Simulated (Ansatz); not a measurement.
Start from `C[SiH2]B(F)F` and change one atom or group to get `FB(F)[SiH3]`.

Ansatz, PBE0-D4/def2-TZVP geometries, multiplicity 1. Each molecule was computed in one conformer, which needn't be the lowest.

| property | `C[SiH2]B(F)F` |
| --- | --- |
| HOMO energy (ωB97M-V/def2-TZVPP) / eV | -10.91 |
| HOMO–LUMO gap (B3LYP/def2-TZVPP) / eV | 7.36 |
| HOMO energy (B3LYP/def2-TZVPP) / eV | -8.53 |
| HOMO–LUMO gap (PBE/def2-TZVPP) / eV | 5.45 |
| LUMO energy (ωB97M-V/def2-TZVPP) / eV | 1.06 |
| HOMO energy (PBE/def2-TZVPP) / eV | -7.35 |

(1) What does the change do to each property? (Estimate.)

Results:

(1) Computed: 
```json
{"property": "HOMO energy (ωB97M-V/def2-TZVPP) / eV", "`FB(F)[SiH3]`": "-11.32", "shift": "-0.41"}
{"property": "HOMO–LUMO gap (B3LYP/def2-TZVPP) / eV", "`FB(F)[SiH3]`": "7.54", "shift": "0.18"}
{"property": "HOMO energy (B3LYP/def2-TZVPP) / eV", "`FB(F)[SiH3]`": "-8.92", "shift": "-0.39"}
{"property": "HOMO–LUMO gap (PBE/def2-TZVPP) / eV", "`FB(F)[SiH3]`": "5.63", "shift": "0.18"}
{"property": "LUMO energy (ωB97M-V/def2-TZVPP) / eV", "`FB(F)[SiH3]`": "0.86", "shift": "-0.20"}
{"property": "HOMO energy (PBE/def2-TZVPP) / eV", "`FB(F)[SiH3]`": "-7.75", "shift": "-0.40"}
```

With PBE0 the HOMO falls by 0.41 eV and the LUMO falls by 0.21 eV, so the gap widens by about 0.20 eV. PBE moves the HOMO by -0.40 eV and ωB97M-V by -0.41 eV.

B3LYP here is the variant with VWN-RPA as its local correlation; programs differ in this.
